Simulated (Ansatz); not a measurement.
Consider the ligand exchange at the Si–O bond: `C[SiH2]OCO` + `[SH][GaH2]` → `C[SiH2][S][GaH2]` + `OCO`.

Isolated molecules relaxed with PBE0-D4/def2-TZVP in Ansatz; ΔE leaves out vibrations. CCSD(T)/CBS is the MP2 limit (def2-TZVPP, def2-QZVPP) plus CCSD(T) − MP2 in def2-TZVPP, frozen cores. This one scheme is used for every species. For Ga outer-core shells are correlated without core-valence functions, which leaves a few kJ/mol of doubt a bond. Scalar relativity is left out up to krypton. Each species was taken in one conformer, which may not be the lowest.

```json
{"species": "`C[SiH2]OCO`", "SCS-MP2/def2-TZVPP energy (Eh)": "-520.16086"}
{"species": "`[SH][GaH2]`", "SCS-MP2/def2-TZVPP energy (Eh)": "-2322.96714"}
{"species": "`C[SiH2][S][GaH2]`", "SCS-MP2/def2-TZVPP energy (Eh)": "-2652.46855"}
{"species": "`OCO`", "SCS-MP2/def2-TZVPP energy (Eh)": "-190.64852"}
```

Task: Work out ΔE.

Result: ΔE = (-2652.46855) + (-190.64852) − (-520.16086) − (-2322.96714) = 0.01093 Eh = +28.7 kJ/mol. CCSD(T)/CBS gives +22.8 kJ/mol.

Largest T1 diagnostic among the species: 0.013.

The D4 term adds −6.4 kJ/mol with B3LYP and −3.4 kJ/mol with PBE0; it sums over pairs of atoms, weighted by their polarisabilities, and B3LYP, whose exchange is more repulsive, gets the larger term. In def2-TZVPP, CCSD(T) changes the Hartree–Fock value by −15.1 kJ/mol (the triples alone add −3.1 kJ/mol) and MP2 by −19.2 kJ/mol.

B3LYP here is the variant with VWN-RPA as its local correlation; programs differ in this.
